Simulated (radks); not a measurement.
Values are calculated unless marked as measured or tabulated.
Valence configurations of Ne II (all share [He]). Code: a radial shooting solver on a logarithmic mesh with Libxc functionals. Model: non-relativistic Kohn-Sham, PBE, spin-polarised, spherical densities, point nucleus; open shells are filled with parallel spins first. Energies are relative to 2s2 2p5; eigenvalues in eV for spin up.

| valence | E (eV) | moment (Bohr magnetons) | e(2p) | e(2s) |
|---|---|---|---|---|
| 2s2 2p5 | 0.000 | 1 | -33.218 | -56.428 |
| 2s1.5 2p5.5 | 11.605 | 1 | -33.298 | -56.613 |
| 2s1 2p6 | 23.187 | 1 | -33.379 | -56.799 |

NIST lists [He] 2s2 2p5 as the ground configuration; this level of theory agrees among the configurations tried. The energies are those of spherical high-spin densities, not of single terms.
